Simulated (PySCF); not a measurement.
Job for PySCF: R-HF/3-21G on C4H10O (a complex), monomers drawn apart or pushed together.

```python
from pyscf import gto, scf, dft, mp
from pyscf.data.elements import chemcore

mol = gto.M(
    atom='''
    C     0.51837406   -0.50382232    0.28773583
    C    -0.39772935    0.43655513    0.46909878
    H     0.85996145   -0.79038651   -0.69979840
    H     0.96667999   -1.02877161    1.12300992
    H    -0.73507478    0.71854131    1.45917579
    H    -0.84210873    0.95753336   -0.37098124
    C     0.72778124    0.75541186    3.90291666
    O    -0.63057841    0.47557283    3.64304586
    C    -0.94203936   -0.89176769    3.79901502
    H     1.38783330    0.20988755    3.21662431
    H     0.99930870    0.49119181    4.93313023
    H     0.87386288    1.82452749    3.75825460
    H    -0.36125893   -1.51649976    3.10858829
    H    -2.00125953   -1.01213628    3.57805405
    H    -0.74748928   -1.23055079    4.82480348
    ''',
    basis='3-21g',
    charge=0, spin=0, verbose=3, max_memory=1800)
mf = scf.RHF(mol)
mf.conv_tol = 1e-8
mf.max_cycle = 100
mf.kernel()
if not mf.converged:
    mf = mf.newton().run(mf.mo_coeff, mf.mo_occ)
```

It printed:

```
converged SCF energy = -230.816338987437
```

The run converged.

Cost: very roughly 0.29 core-seconds.
